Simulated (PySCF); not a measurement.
Point-charge models of `C1CC(CC1)[C@@H]1[AlH][CH2]CC1` against its computed dipole.

Coordinates (PBE0-D3(BJ)/def2-SVP, Å) and charges (e) from the PBE0/pcSseg-1 density (PySCF):

| atom | x | y | z | Mulliken | IAO | Hirshfeld | ESP-fitted |
| --- | --- | --- | --- | --- | --- | --- | --- |
| C1 | 2.836 | -0.098 | 1.262 | -0.1924 | -0.2598 | -0.0656 | -0.2072 |
| C2 | 3.410 | 0.688 | 0.061 | -0.2164 | -0.2649 | -0.0676 | +0.0540 |
| C3 | 2.194 | 1.101 | -0.783 | -0.1631 | -0.2512 | -0.0687 | -0.1776 |
| C4 | 1.067 | 0.147 | -0.381 | -0.2892 | -0.0925 | -0.0280 | +0.2182 |
| C5 | -0.327 | 0.623 | -0.800 | -0.5218 | -0.4477 | -0.1682 | -0.2123 |
| C6 | -1.428 | -0.457 | -0.736 | -0.1572 | -0.2478 | -0.0751 | -0.1717 |
| C7 | -2.058 | -0.618 | 0.662 | -0.2301 | -0.2419 | -0.0749 | +0.1882 |
| C8 | -2.448 | 0.745 | 1.261 | -0.6034 | -0.6173 | -0.2253 | -0.6692 |
| Al9 | -1.004 | 1.889 | 0.571 | +0.8721 | +0.8130 | +0.4917 | +0.6863 |
| C10 | 1.315 | 0.007 | 1.127 | -0.2505 | -0.2370 | -0.0596 | -0.0693 |
| H11 | 3.199 | 0.271 | 2.233 | +0.1215 | +0.1354 | +0.0384 | +0.0588 |
| H12 | 3.130 | -1.158 | 1.203 | +0.1234 | +0.1341 | +0.0371 | +0.0625 |
| H13 | 3.996 | 1.562 | 0.381 | +0.1207 | +0.1340 | +0.0363 | +0.0227 |
| H14 | 4.095 | 0.053 | -0.521 | +0.1210 | +0.1325 | +0.0354 | +0.0034 |
| H15 | 1.887 | 2.133 | -0.533 | +0.1292 | +0.1230 | +0.0307 | +0.0021 |
| H16 | 2.391 | 1.087 | -1.866 | +0.1235 | +0.1331 | +0.0386 | +0.0443 |
| H17 | 1.275 | -0.843 | -0.839 | +0.1134 | +0.1133 | +0.0281 | +0.0004 |
| H18 | -0.258 | 1.008 | -1.831 | +0.1233 | +0.1303 | +0.0226 | +0.0082 |
| H19 | -2.233 | -0.173 | -1.437 | +0.1104 | +0.1222 | +0.0317 | +0.0715 |
| H20 | -1.049 | -1.433 | -1.093 | +0.1127 | +0.1224 | +0.0300 | +0.0056 |
| H21 | -1.335 | -1.114 | 1.331 | +0.1174 | +0.1166 | +0.0286 | -0.0124 |
| H22 | -2.919 | -1.306 | 0.598 | +0.1208 | +0.1292 | +0.0316 | -0.0129 |
| H23 | -2.622 | 0.702 | 2.347 | +0.1342 | +0.1411 | +0.0267 | +0.1209 |
| H24 | -3.401 | 1.096 | 0.817 | +0.1313 | +0.1373 | +0.0256 | +0.1583 |
| H25 | -0.546 | 3.363 | 0.970 | -0.2168 | -0.1931 | -0.1711 | -0.2734 |
| H26 | 0.780 | -0.830 | 1.597 | +0.1477 | +0.1340 | +0.0409 | +0.0434 |
| H27 | 0.969 | 0.935 | 1.643 | +0.1183 | +0.1016 | +0.0300 | +0.0573 |

Problem. Form Σ q r in debye for every column and set it beside the full dipole.

Solution. The full density gives (0.44, -0.37, -0.14) D, 0.59 D in size; dipole vectors point from the negative to the positive end.

```json
{"scheme": "Mulliken", "μx": "1.30", "μy": "1.36", "μz": "0.91", "size (D)": "2.09", "share of the full size (%)": "355", "angle to the full dipole (°)": "93"}
{"scheme": "IAO", "μx": "1.06", "μy": "1.15", "μz": "0.22", "size (D)": "1.58", "share of the full size (%)": "269", "angle to the full dipole (°)": "90"}
{"scheme": "Hirshfeld", "μx": "0.83", "μy": "0.45", "μz": "0.15", "size (D)": "0.95", "share of the full size (%)": "162", "angle to the full dipole (°)": "72"}
{"scheme": "ESP-fitted", "μx": "0.45", "μy": "-0.35", "μz": "-0.09", "size (D)": "0.57", "share of the full size (%)": "98", "angle to the full dipole (°)": "5"}
```

Problem. Which set comes closest?

Solution. Length of the difference vector: ESP-fitted 0.05 D, Hirshfeld 0.95 D, IAO 1.69 D, Mulliken 2.20 D. Closest: ESP-fitted. The schemes that divide the density aren't constrained to reproduce the dipole.

Problem. What is left for the Hirshfeld atoms' own dipoles?

Solution. The Hirshfeld atoms' densities add up to the full density, so μ = Σ q r + Σ (atomic dipoles). The atomic dipoles sum to (0.44, -0.37, -0.14) − (0.83, 0.45, 0.15) = (-0.39, -0.82, -0.29) D, 0.95 D in size.

Problem. With the origin at the mean of the coordinates, (0.404, 0.347, 0.268) Å, which are the largest single terms, by size, of the ESP-fitted dipole along the direction of the full one?

Solution. C8 +8.33, Al9 -6.88, H25 +3.64, H24 -2.60, C1 -1.84 D; all 27 atoms together +0.57 D. The single terms depend on the origin, their sum doesn't.

Problem. Give the size of the full dipole in other units.

Solution. 0.59 D = 0.232 au = 0.123 e·Å = 1.96 × 10⁻³⁰ C·m.

Geometry: PBE0-D3(BJ)/def2-SVP, one conformer, isolated molecule.
